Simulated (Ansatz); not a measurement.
`C#C[SiH](F)CF`, charge 0, multiplicity 1.

**Question.** Give a relaxed structure at PBE0-D4/def2-TZVP (the Gaussian-basis code of Ansatz). (Estimate.)

**Answer.** The calculation gave: 
Cartesian coordinates in Å:
```
C 2.364 -0.071 1.111
C 1.244 -0.332 0.752
Si -0.456 -0.679 0.217
F -0.475 -2.040 -0.619
C -1.073 0.675 -0.936
F -1.168 1.869 -0.230
H 3.356 0.159 1.430
H -1.336 -0.834 1.394
H -2.063 0.431 -1.338
H -0.394 0.824 -1.782
```
This is one stationary point; other conformers may exist.
